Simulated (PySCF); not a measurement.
**Two-dimensional NMR puzzle**

Compound of formula C$_{5}$H$_{3}$F$_{3}$P$_{2}$. Correlations simulated from computed shifts and the bond graph:

HSQC (one-bond C–H):
| δH | δC |
| --- | --- |
| 11.12 | 195.8 |
| 9.61 | 162.5 |
| 8.78 | 138.4 |

COSY cross peaks (H two or three bonds apart, from the bond graph; peaks can be absent where the dihedral angle is near 90°):
| δH | δH |
| --- | --- |
| 9.61 | 8.78 |

HMBC (two and three bonds, from the bond graph):
| δH | δC |
| --- | --- |
| 11.12 | 166.5, 162.5 |
| 9.61 | 195.8, 166.5, 138.4 |
| 8.78 | 166.5, 162.5, 135.8 |

Carbons without hydrogens: δ 166.5, 135.8.

- geometry from GFN2-xTB
- GIAO PBE0/pcSseg-1 shieldings
- program: PySCF 2.14
- no solvent, no relativistic terms, rapidly exchanging positions averaged, single conformer

Scale: TMS for $^{1}$H, $^{13}$C (reference shieldings calculated alike).

Exchangeable hydrogens are left out of these lists.

Assemble the structure.

Answers

`C1=PC=CC(C(F)(F)F)=P1`.

Atoms are numbered as in `[F:1][C:2]([F:3])([F:4])[c:5]1[cH:6][cH:7][p:8][cH:9][p:10]1`; H(Xn) means a hydrogen on atom n.

δC 195.8 is C9, an aromatic CH (δH 11.12). δC 166.5 is C5, a substituted aromatic carbon. δC 162.5 is C7, an aromatic CH (δH 9.61). δC 138.4 is C6, an aromatic CH (δH 8.78). δC 135.8 is C2, a CF3 carbon. HMBC from δH 11.12 reaches the proton-free carbon C5. HMBC from δH 9.61 reaches the proton-free carbon C5. HMBC from δH 8.78 reaches the proton-free carbons C5, C2. COSY links 9.61–8.78.

The shifts were computed for this structure.

Shifts are as computed. Against solution values, carbons near 30 ppm lie about +3 ppm off and those near 130 ppm about +5 ppm. Of 1211 compounds with measured shifts, 218 miss one by over three times the rms of a fit or turn the order of signals round; such compounds aren't used in these exercises.
